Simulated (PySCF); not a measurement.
BBr₃, SMILES B(Br)(Br)Br.

The structure is a stationary point at r2SCAN-D4/def2-SVP. The isomer is the one that the SMILES or the coordinates give; other isomers of the formula were not compared.

The numbers are results of PySCF with r2SCAN/def2-TZVP, not measurements.

Symmetry labels are those of the subgroup C2v that the program uses (full group D3h).

Computed valence orbital energies around the gap with their symmetry:
```json
[
 {"orbital": "HOMO−7", "symmetry": "B1", "energy (eV)": "-10.89"},
 {"orbital": "HOMO−6", "symmetry": "A1", "energy (eV)": "-10.89"},
 {"orbital": "HOMO−5", "symmetry": "B2", "energy (eV)": "-9.65"},
 {"orbital": "HOMO−4", "symmetry": "A1", "energy (eV)": "-8.18"},
 {"orbital": "HOMO−3", "symmetry": "B1", "energy (eV)": "-8.18"},
 {"orbital": "HOMO−2", "symmetry": "A2", "energy (eV)": "-8.12"},
 {"orbital": "HOMO−1", "symmetry": "B2", "energy (eV)": "-8.12"},
 {"orbital": "HOMO", "symmetry": "B1", "energy (eV)": "-7.36"},
 {"orbital": "LUMO", "symmetry": "B2", "energy (eV)": "-2.74"},
 {"orbital": "LUMO+1", "symmetry": "A1", "energy (eV)": "-0.63"},
 {"orbital": "LUMO+2", "symmetry": "B1", "energy (eV)": "1.19"},
 {"orbital": "LUMO+3", "symmetry": "A1", "energy (eV)": "1.19"}
]
```
